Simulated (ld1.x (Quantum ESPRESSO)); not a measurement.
**PBE TM dataset for silver (Ag), non-relativistic all-electron reference.**

The input file (ld1.x (Quantum ESPRESSO) 7.5):

```
&input
   title='Ag', zed=47., rel=0, dft='PBE', iswitch=3,
   config='[Kr] 4d10 5s0.75 5p0',
   nld=3, rlderiv=3.05, eminld=-3.0, emaxld=5.0, deld=0.02
 /
 &inputp
   pseudotype=2, tm=.true., lloc=0,
   nlcc=.true., new_core_ps=.true., rcore=0.55,
   file_pseudopw='Ag.UPF', file_wfcaegen='ae.wfc', file_wfcncgen='nc.wfc', file_beta='beta', file_chi='chi'
 /
3
5P  2  1   0.00   0.00  2.40  2.40  0.0
4D  3  2  10.00   0.00  1.10  1.10  0.0
5S  1  0   0.75   0.00  2.80  2.80  0.0
 &test
   configts(1)='4d10 5s0.75 5p0'
 /
```

Command:

```bash
ld1.x < Ag.in > Ag.out
```

Output (shortened: banner, matrices, multipoles, cross overlaps and the repeated all-electron block are left out):

```
Program LD1 v.7.5
     --------------------------- All-electron run ----------------------------

     Ag

     atomic number is 47.00
     dft =PBE   lsd =0 sic =0 latt =0  beta=0.20 tr2=1.0E-14
     Exchange-correlation= PBE
                           (   1   4   3   4   0   0   0)
     mesh =1237 r(mesh) =  99.46963 a.u. xmin = -7.00 dx = 0.01250
     1 Ry =  13.60569312 eV

     n l     nl                  e(Ry)          e(Ha)          e(eV)
     1 0     1S 1( 2.00)     -1802.9398      -901.4699    -24530.2454
     2 0     2S 1( 2.00)      -260.0903      -130.0452     -3538.7089
     2 1     2P 1( 6.00)      -242.0352      -121.0176     -3293.0570
     3 0     3S 1( 2.00)       -47.5635       -23.7818      -647.1348
     3 1     3P 1( 6.00)       -40.2880       -20.1440      -548.1461
     4 0     4S 1( 2.00)        -6.5850        -3.2925       -89.5929
     4 1     4P 1( 6.00)        -4.3032        -2.1516       -58.5478
     3 2     3D 1(10.00)       -26.8421       -13.4210      -365.2049
     4 2     4D 1(10.00)        -0.7173        -0.3586        -9.7590
     5 0     5S 1( 0.75)        -0.4061        -0.2031        -5.5258
     5 1     5P 1( 0.00)        -0.1445        -0.0722        -1.9658

     final scf error:  4.0E-15 reached in  28 iterations

     Etot =  -10399.068424 Ry,   -5199.534212 Ha, -141486.533748 eV

     Ekin =   10394.656668 Ry,    5197.328334 Ha,  141426.508750 eV
     Encl =  -24760.214600 Ry,  -12380.107300 Ha, -336879.881514 eV
     Eh   =    4257.990600 Ry,    2128.995300 Ha,   57932.913424 eV
     Exc  =    -291.501092 Ry,    -145.750546 Ha,   -3966.074408 eV

     normalization and overlap integrals

     s(1S/1S) =  1.000000  <r> =   0.0324  <r2> =    0.0014  r(max) =   0.0215
     s(2S/2S) =  1.000000  <r> =   0.1405  <r2> =    0.0232  r(max) =   0.1194
     s(2P/2P) =  1.000000  <r> =   0.1200  <r2> =    0.0175  r(max) =   0.0930
     s(3S/3S) =  1.000000  <r> =   0.3812  <r2> =    0.1660  r(max) =   0.3455
     s(3P/3P) =  1.000000  <r> =   0.3732  <r2> =    0.1615  r(max) =   0.3328
     s(4S/4S) =  1.000000  <r> =   0.9430  <r2> =    1.0082  r(max) =   0.8499
     s(4P/4P) =  1.000000  <r> =   1.0150  <r2> =    1.1821  r(max) =   0.8935
     s(3D/3D) =  1.000000  <r> =   0.3456  <r2> =    0.1421  r(max) =   0.2759
     s(4D/4D) =  1.000000  <r> =   1.3944  <r2> =    2.4087  r(max) =   1.0252
     s(5S/5S) =  1.000000  <r> =   3.2223  <r2> =   12.0429  r(max) =   2.5853
     s(5P/5P) =  1.000000  <r> =   4.7400  <r2> =   26.6649  r(max) =   3.6232

     ------------------------ End of All-electron run ------------------------

     --------------------- Generating NC pseudopotential ---------------------

      Generating local pot.: lloc=0, matching radius rcloc =   2.8000

      Computing core charge for nlcc:

       r > 0.56 : true rho core
      Core charge pseudized with two Bessel functions
      Integrated core pseudo-charge :  25.87

      Wfc   5P  rcut= 2.399  Using Troullier-Martins method

      Wfc   4D  rcut= 1.105  Using Troullier-Martins method

     ------------------- End of pseudopotential generation -------------------

     Computing logarithmic derivative in   3.06063
     Computing logarithmic derivative in   3.06063
     Computing the partial wave expansion
       no projector for channel:   0
     R is outside the sphere for l=    1 j= 0.00
     R is outside the sphere for l=    2 j= 0.00

     ---------------------- Testing the pseudopotential ----------------------

     Ag

     atomic number is 47.00   valence charge is 11.00
     dft =PBE   lsd =0 sic =0 latt =0  beta=0.20 tr2=1.0E-14
     mesh =1237 r(mesh) =  99.46963 xmin = -7.00 dx = 0.01250

     n l     nl             e AE (Ry)        e PS (Ry)    De AE-PS (Ry)
     3 2     4D   1(10.00)       -0.71727       -0.71727       -0.00000
     1 0     5S   1( 0.75)       -0.40614       -0.40614       -0.00000
     2 1     5P   1( 0.00)       -0.14448       -0.14448       -0.00000

     eps = 1.6E-15  iter = 10

     Etot =  -10399.068424 Ry,   -5199.534212 Ha, -141486.533748 eV
     Etotps =  -179.248517 Ry,     -89.624259 Ha,   -2438.800320 eV

     Ekin =      68.537911 Ry,      34.268956 Ha,     932.505786 eV
     Encl =    -118.244021 Ry,     -59.122010 Ha,   -1608.791861 eV
     Ehrt =      70.804114 Ry,      35.402057 Ha,     963.339047 eV
     Ecxc =    -119.990623 Ry,     -59.995311 Ha,   -1632.555592 eV
     (Ecc =    -102.770948 Ry,     -51.385474 Ha,   -1398.269985 eV)
     Epseu=     -80.355899 Ry,     -40.177949 Ha,   -1093.297701 eV

     ---------------------- End of pseudopotential test ----------------------
```

Generation and configuration tests took about 1.8 s on one core of a shared server CPU.
